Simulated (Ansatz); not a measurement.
Geometry optimisation, Ansatz, RKS BHLYP-D4/def2-SVP.

Input file:

```yaml
crystal:
  periodic: [false, false, false]
  atoms:
    - { symbol: Hf, position_ang: [0.0, 0.0, 0.0] }
    - { symbol: "N", position_ang: [0.0, 0.0, 2.56] }
    - { symbol: H, position_ang: [-0.877, -0.2713, 3.09] }
    - { symbol: H, position_ang: [0.877, 0.2713, 3.09] }
    - { symbol: Cl, position_ang: [2.3764, 0.0, -0.8392] }
    - { symbol: Cl, position_ang: [-1.1869, 2.0563, -0.8392] }
    - { symbol: Cl, position_ang: [-1.1869, -2.0563, -0.8392] }
    - { symbol: F, position_ang: [1.19, -1.8071, 0.7189] }
    - { symbol: H, position_ang: [0.7837, -1.1901, 1.9368] }
basis:
  gaussian: { orbitals: def2-SVP }
hamiltonian:
  xc: { name: BHLYP }
  dispersion: d4
relax:
  f_tol: 0.15
  max_steps: 25
  restrain:
    - { distance: [0, 7], at: 1.98, k: 30.0 }
    - { distance: [8, 1], at: 1.06, k: 30.0 }
    - { distance: [0, 1], at: 3.41, k: 30.0 }
    - { distance: [8, 7], at: 2.12, k: 30.0 }
```

Command:

```bash
$ ansatz run input.yaml --threads 4 --pin off --max-ram 5120MiB --backend cpu --events-out ev --progress --plain --runs-dir out
```

**Question.** Where does it end, and by what steps?

**Answer.** It converged. The restraints hold the end off the free minimum. After 8 steps the energy has fallen by 4.110 eV (the restraints' own energy left out); Cl5 moved furthest, 1.04 Å. Parted: Hf1–N2 (2.56 → 3.40 Å). Joined: N2–H9 (1.56 → 1.03 Å).

```
step  energy less start (eV)  largest force component (eV/Å)  accepted
   0                  0.0000                           3.136       yes
   1                 -0.7647                           5.365       yes
   2                 -1.6637                           4.779       yes
   3                 -2.3076                           2.648       yes
   4                 -2.9859                           2.357       yes
   5                 -3.4903                           1.857       yes
   6                 -3.8368                           1.308       yes
   7                 -4.0236                           1.116       yes
   8                 -4.1099                           0.985       yes
```

```xyz
9
Properties=species:S:1:pos:R:3
Hf 0.321 -0.450 -0.522
N 0.016 -0.085 2.842
H -0.803 -0.217 3.422
H 0.626 0.546 3.348
Cl 2.171 0.069 -1.858
Cl -0.817 1.596 -0.263
Cl -1.136 -1.849 -1.700
F 1.094 -1.616 0.833
H 0.505 -0.991 2.777
```

Time of the run: 25 s on 4 threads of Arm Neoverse V2, with other jobs on the host, peak memory 0.36 GiB.
